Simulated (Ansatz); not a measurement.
One change: `CB(N)S` becomes `CB(N)[TeH]`.

Ansatz, PBE0-D4/def2-TZVP geometries, multiplicity 1. Each molecule was computed in one conformer, which needn't be the lowest.

Elements past krypton have def2 core potentials.

| property | `CB(N)S` |
| --- | --- |
| HOMO energy (B3LYP/def2-TZVPP) / eV | -6.82 |
| HOMO–LUMO gap (PBE0/def2-TZVPP) / eV | 7.58 |
| HOMO–LUMO gap (ωB97M-V/def2-TZVPP) / eV | 11.19 |
| LUMO energy (B3LYP/def2-TZVPP) / eV | 0.19 |
| LUMO energy (PBE0/def2-TZVPP) / eV | 0.52 |
| size of the dipole moment (PBE/def2-TZVPP) / D | 2.49 |

(1) What does the change do to each property? (Estimate.)

## Answers

(1) Ansatz gave: 
```
                                      property  `CB(N)[TeH]`  shift
           HOMO energy (B3LYP/def2-TZVPP) / eV         -5.93   0.89
          HOMO–LUMO gap (PBE0/def2-TZVPP) / eV          6.02  -1.56
       HOMO–LUMO gap (ωB97M-V/def2-TZVPP) / eV          9.82  -1.37
           LUMO energy (B3LYP/def2-TZVPP) / eV         -0.37  -0.56
            LUMO energy (PBE0/def2-TZVPP) / eV         -0.12  -0.64
size of the dipole moment (PBE/def2-TZVPP) / D          2.45  -0.04
```

With PBE0 the HOMO rises by 0.92 eV and the LUMO falls by 0.64 eV, so the gap narrows by about 1.56 eV. PBE moves the HOMO by 0.70 eV and ωB97M-V by 1.06 eV. Dipoles are sizes alone; their direction can turn.

B3LYP here is the variant with VWN-RPA as its local correlation; programs differ in this.

Spin–orbit coupling is left out; it splits and shifts lone-pair levels of the heavy atoms by tenths of an eV.
